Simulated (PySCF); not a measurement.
Vertical excitations of a molecule CH10N2Si3 from TDA-PBE/def2-SVPD (PySCF), as energy in eV (oscillator strength): 4.69 (0.006), 5.17 (0.054), 5.37 (0.024), 5.41 (0.054), 5.59 (0.067), 5.68 (0.033). Lowest triplet (TDA): 4.31 eV. Geometry optimised at PBE0-D3(BJ)/def2-SVP. Other conformers were not sampled.

### Question
Which molecule gave these data?
A) [SiH3][Si@H]1CN[SiH2]N1
B) C[Si@H]1N[Si@@H](N)[SiH2]1
C) C[Si@@H]1N[SiH2][Si@@H]1N
D) C1N[SiH2]N[SiH2][SiH2]1

### Answer
B, C[Si@H]1N[Si@@H](N)[SiH2]1
